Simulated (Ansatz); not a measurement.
Method: Ansatz (an electronic-structure program) with B3LYP-D3(BJ)/def2-TZVP. No frequencies were computed at this level.

Ansatz 0.2 input:
```yaml
crystal:
  periodic: [false, false, false]
  atoms:
    - { symbol: N, position_ang: [1.80598, -0.328148, -0.313497] }
    - { symbol: In, position_ang: [-0.05338, 0.513664, -0.059494] }
    - { symbol: N, position_ang: [-1.709448, -0.606562, 0.422466] }
    - { symbol: Cl, position_ang: [-0.289542, 2.783384, -0.323467] }
    - { symbol: H, position_ang: [1.951258, -1.082088, 0.351839] }
    - { symbol: H, position_ang: [2.53265, 0.361988, -0.145733] }
    - { symbol: H, position_ang: [-1.681657, -1.50661, -0.04754] }
    - { symbol: H, position_ang: [-2.555861, -0.135628, 0.115427] }
basis:
  gaussian: { orbitals: def2-tzvp }
hamiltonian:
  xc: b3lyp
  dispersion: d3bj
relax:
  max_steps: 150
```

Output:

```
Functional definition: B3LYP
1214 factors; their error is unknown
mean field evaluation 1: about -20730.0326 eV, gradient 9.5e1 eV
mean field evaluation 2: about -20670.1386 eV, gradient 1.7e2 eV
mean field evaluation 4: about -20747.2417 eV, gradient 1.2e1 eV
mean field evaluation 8: about -20747.5455 eV, gradient 1.3e-1 eV
mean field evaluation 16: about -20747.6042 eV, gradient 4.3e-3 eV
mean field -20747.60422412 eV, -762.4603920052 hartree, gradient 1.2e-5 eV, S^2 0.000000; 0 other end points of the search recorded, 0 dependent functions left out
reference -20747.60451322 eV, -762.4604026294 hartree; 28, 28 occupied and 145, 145 virtual orbitals, 1214 factors
relax step   1: F+E_penalty+E_count = -20747.88560147 eV  Δ(F+E_penalty+E_count) = +0.000e0 eV  max|allowed force component| = 1.002e0 eV/Å  Δτ_max = 0.0000 Å  (31 SCF iters, accepted)
these checks for a lower state are left out or cut short: starts, cluster_reference, orbital_swaps, neighbouring_geometries, increment
1214 factors; their error is unknown
mean field -20747.64614029 eV, -762.4619323960 hartree, gradient 1.3e-5 eV, S^2 0.000000; 0 other end points of the search recorded, 0 dependent functions left out
reference -20747.64643002 eV, -762.4619430435 hartree; 28, 28 occupied and 145, 145 virtual orbitals, 1214 factors
relax step   2: F+E_penalty+E_count = -20747.92496653 eV  Δ(F+E_penalty+E_count) = -3.937e-2 eV  max|allowed force component| = 2.679e-1 eV/Å  Δτ_max = 0.0689 Å  (31 SCF iters, accepted)
these checks for a lower state are left out or cut short: starts, cluster_reference, orbital_swaps, neighbouring_geometries, increment
1214 factors; their error is unknown
mean field evaluation 32: about -20747.6520 eV, gradient 4.1e-3 eV
mean field -20747.65197642 eV, -762.4621468700 hartree, gradient 8.3e-6 eV, S^2 0.000000; 0 other end points of the search recorded, 0 dependent functions left out
reference -20747.65226611 eV, -762.4621575158 hartree; 28, 28 occupied and 145, 145 virtual orbitals, 1214 factors
relax step   3: F+E_penalty+E_count = -20747.93263829 eV  Δ(F+E_penalty+E_count) = -7.672e-3 eV  max|allowed force component| = 3.057e-1 eV/Å  Δτ_max = 0.0488 Å  (33 SCF iters, accepted)
these checks for a lower state are left out or cut short: starts, cluster_reference, orbital_swaps, neighbouring_geometries, increment
1214 factors; their error is unknown
mean field -20747.65246671 eV, -762.4621648875 hartree, gradient 8.9e-6 eV, S^2 0.000000; 0 other end points of the search recorded, 0 dependent functions left out
reference -20747.65275638 eV, -762.4621755327 hartree; 28, 28 occupied and 145, 145 virtual orbitals, 1214 factors
relax step   4: F+E_penalty+E_count = -20747.93259326 eV  Δ(F+E_penalty+E_count) = +4.503e-5 eV  max|allowed force component| = 2.685e-1 eV/Å  Δτ_max = 0.0449 Å  (33 SCF iters, rejected (line search))
these checks for a lower state are left out or cut short: starts, cluster_reference, orbital_swaps, neighbouring_geometries, increment
1214 factors; their error is unknown
mean field -20747.65768257 eV, -762.4623565671 hartree, gradient 9.6e-6 eV, S^2 0.000000; 0 other end points of the search recorded, 0 dependent functions left out
reference -20747.65797220 eV, -762.4623672108 hartree; 28, 28 occupied and 145, 145 virtual orbitals, 1214 factors
relax step   5: F+E_penalty+E_count = -20747.93792024 eV  Δ(F+E_penalty+E_count) = -5.282e-3 eV  max|allowed force component| = 1.607e-2 eV/Å  Δτ_max = 0.0218 Å  (32 SCF iters, accepted)
these checks for a lower state are left out or cut short: starts, cluster_reference, orbital_swaps, neighbouring_geometries, increment
1214 factors; their error is unknown
mean field -20747.65821519 eV, -762.4623761404 hartree, gradient 9.7e-6 eV, S^2 0.000000; 0 other end points of the search recorded, 0 dependent functions left out
reference -20747.65850461 eV, -762.4623867765 hartree; 28, 28 occupied and 145, 145 virtual orbitals, 1214 factors
relax step   6: F+E_penalty+E_count = -20747.93870584 eV  Δ(F+E_penalty+E_count) = -7.856e-4 eV  max|allowed force component| = 2.755e-2 eV/Å  Δτ_max = 0.0354 Å  (32 SCF iters, accepted)
these checks for a lower state are left out or cut short: starts, cluster_reference, orbital_swaps, neighbouring_geometries, increment
1214 factors; their error is unknown
mean field -20747.65824201 eV, -762.4623771260 hartree, gradient 1.0e-5 eV, S^2 0.000000; 0 other end points of the search recorded, 0 dependent functions left out
reference -20747.65853144 eV, -762.4623877625 hartree; 28, 28 occupied and 145, 145 virtual orbitals, 1214 factors
relax step   7: F+E_penalty+E_count = -20747.93875419 eV  Δ(F+E_penalty+E_count) = -4.834e-5 eV  max|allowed force component| = 1.394e-2 eV/Å  Δτ_max = 0.0057 Å  (34 SCF iters, accepted)
these checks for a lower state are left out or cut short: starts, cluster_reference, orbital_swaps, neighbouring_geometries, increment
1214 factors; their error is unknown
mean field evaluation 64: about -20747.5986 eV, gradient 2.1e-4 eV
mean field -20747.65815902 eV, -762.4623740761 hartree, gradient 9.8e-6 eV, S^2 0.000000; 0 other end points of the search recorded, 0 dependent functions left out
reference -20747.65844842 eV, -762.4623847116 hartree; 28, 28 occupied and 145, 145 virtual orbitals, 1214 factors
relax step   8: F+E_penalty+E_count = -20747.93877571 eV  Δ(F+E_penalty+E_count) = -2.152e-5 eV  max|allowed force component| = 6.368e-3 eV/Å  Δτ_max = 0.0037 Å  (35 SCF iters, accepted)
1214 factors; their error is unknown
mean field evaluation 96: about -20747.6582 eV, gradient 2.4e-5 eV
mean field -20747.65815902 eV, -762.4623740761 hartree, gradient 9.8e-6 eV, S^2 0.000000; 1 other end points of the search recorded, 0 dependent functions left out
reference -20747.65844842 eV, -762.4623847116 hartree; 28, 28 occupied and 145, 145 virtual orbitals, 1214 factors
Total energy: -20747.93906512 eV, -762.4726971848 hartree
Atom 0 at     1.841984    -0.281634    -0.268262 Å, force    -0.003614    -0.000039     0.000382 eV/Å
Atom 1 at    -0.044342     0.426874    -0.049864 Å, force     0.000367    -0.004062     0.000584 eV/Å
Atom 2 at    -1.752374    -0.580707     0.368866 Å, force     0.003550     0.000639    -0.000529 eV/Å
Atom 3 at    -0.286288     2.756160    -0.321596 Å, force    -0.000678     0.006368    -0.000749 eV/Å
Atom 4 at     2.069921    -1.106471     0.271410 Å, force     0.002666    -0.000237     0.000058 eV/Å
Atom 5 at     2.560580     0.416002    -0.123963 Å, force     0.002148    -0.000732     0.000257 eV/Å
Atom 6 at    -1.795544    -1.535366     0.036718 Å, force    -0.002530    -0.000714     0.000092 eV/Å
Atom 7 at    -2.593936    -0.094857     0.086692 Å, force    -0.001910    -0.001222    -0.000095 eV/Å
Dipole moment:     0.061912    -0.596455     0.069580 e Å
```

Cost: very roughly 100 core-seconds.
